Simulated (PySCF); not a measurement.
Species: C₆H₁₂FO (doublet state).
Z-matrix (Å and degrees, GFN2-xTB geometry), rows numbered from 1:
```
C 
C   1  1.5430
C   2  1.5306  1  108.77
C   2  1.4892  1  110.23  3   119.07
O   4  1.3685  2  122.55  1    60.91
C   2  1.5543  1  107.22  3  -119.39
C   6  1.5217  2  113.36  1  -176.44
F   7  1.3767  6  109.61  2   174.59
H   1  1.0871  2  110.07  3   -61.78
H   1  1.0888  2  111.66  3   177.85
H   1  1.0871  2  110.21  3    57.98
H   3  1.0870  2  109.97  1    56.08
H   3  1.0862  2  111.01  1   175.60
H   3  1.0871  2  110.50  1   -63.61
H   4  1.0730  2  122.48  1  -136.93
H   5  0.9642  4  109.23  2   -13.51
H   6  1.0932  2  109.69  1   -56.19
H   6  1.0918  2  109.31  1    61.53
H   7  1.0934  6  112.37  2   -67.45
H   7  1.0948  6  111.41  2    56.71
```

The hyperfine couplings belong to this conformer and change with its torsions.

The species is `CC(C)([CH]O)CCF` [radical].

Theory: UKS B3LYP, pcH-1 on C F H O, non-relativistic, mean-field spin-orbit, GIAO in PySCF 2.14.0. Geometry: GFN2-xTB, one conformer, isolated molecule. Couplings are sensitive to structure, and on GFN2-xTB geometries they can be far from those on DFT ones. Stability of the SCF solution: not tested.

Question: What is the g tensor, term by term?

Answer: 
```
                    Δg (ppm)     1     2     3
relativistic mass correction  -197  -197  -197
            gauge correction     4    49    41
   orbital Zeeman/spin–orbit    -3  1053  2064
                       total  -197   905  1907
```

So g = 2.00212, 2.00322, 2.00423 and g_iso = 2.00319; the tensor is rhombic: the two nearest values differ by 48 % of g3 − g1. Axes: g3 points within 3° of the O5–H16 bond.

Question: How much does each term add to the isotropic shift?

Answer: The orbital-Zeeman/spin–orbit term 1038, the mass correction -197 and the gauge correction 31 ppm, for a total of 872 ppm. The orbital-Zeeman/spin–orbit term is the largest in size. The mass correction is the same along every axis, so the anisotropy comes from the other two: their spans along these axes are 45 (gauge) and 2067 ppm (orbital Zeeman/spin–orbit).

Question: What effective moment and Curie constant follow for a powder?

Answer: With the mean of g² = 4.0128 and S(S+1) = 0.75: μ_eff = √(⟨g²⟩S(S+1)) = 1.735 μB and χT = 0.12505·⟨g²⟩·S(S+1) = 0.376 cm³ K/mol (cgs; spin-Hamiltonian part alone).

Question: In a frozen sample, at which fields do the three g values resonate at 9.5, 34, 94 and 263 GHz (hyperfine left aside), and which band first spreads them over more than twice a line width of 1.0 mT?

Answer: 
| band | GHz | B(g3) mT | B(g2) mT | B(g1) mT | spread mT |
| --- | --- | --- | --- | --- | --- |
| X | 9.5 | 338.66 | 338.83 | 339.02 | 0.36 |
| Q | 34.0 | 1212.05 | 1212.66 | 1213.32 | 1.27 |
| W | 94.0 | 3350.96 | 3352.64 | 3354.48 | 3.52 |
| J | 263.0 | 9375.56 | 9380.25 | 9385.42 | 9.85 |

The spread grows in proportion to the frequency. W band is the first where it exceeds 2.0 mT.

Largest spin populations (Mulliken): C4 (+0.90) and O5 (+0.12). No atom but C4 exceeds +0.15. The angles at C4 add up to 357.9°, so it is nearly planar; its axial dipolar tensor and the negative coupling of its proton fit spin in a p orbital normal to that plane.

The HOMO–LUMO gaps are 5.03 eV among the α and 7.85 eV among the β orbitals.

The run took 98 s of wall time (grids of density and orbitals included) on one thread of an Arm Neoverse V1 (shared host), and the process peaked at 1.0 GiB of memory.
